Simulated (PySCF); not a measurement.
Ligands exchanged one at a time, Al Cl-CH3. Isolated molecules, 0 K electronic values unless said otherwise. Strings in code marks are SMILES.

The brightest of the four lowest singlets (TDA) from two functionals at the same geometries (B3LYP-D3(BJ)/def2-TZVP), both in PySCF: PBE-D3(BJ)/def2-TZVP and ωB97X-D3(BJ)/def2-TZVP. Excitations are Tamm–Dancoff values on a coarser integration grid. The basis has no diffuse functions, so Rydberg states are missing or too high.

```json
[
 {"species": "1 of 3 Cl replaced by CH3 (`[CH3][Al]([Cl])[Cl]`)", "PBE-D3(BJ)/def2-TZVP (eV)": "6.61"},
 {"species": "2 of 3 Cl replaced by CH3 (`[CH3][Al]([CH3])[Cl]`)", "PBE-D3(BJ)/def2-TZVP (eV)": "6.25"},
 {"species": "3 of 3 Cl replaced by CH3 (`[CH3][Al]([CH3])[CH3]`)", "PBE-D3(BJ)/def2-TZVP (eV)": "6.10"}
]
```

**Question.** What does ωB97X-D3(BJ)/def2-TZVP give for each?

**Answer.** 
- 1 of 3 Cl replaced by CH3 (`[CH3][Al]([Cl])[Cl]`): 7.76
- 2 of 3 Cl replaced by CH3 (`[CH3][Al]([CH3])[Cl]`): 7.36
- 3 of 3 Cl replaced by CH3 (`[CH3][Al]([CH3])[CH3]`): 7.27
Over these rows, drawn at random from the members with no instability flagged (it was tested for open shells, ions and some series alone), PBE minus ωB97X-D3(BJ): mean -1.15 eV, from -1.18 eV to -1.10 eV.
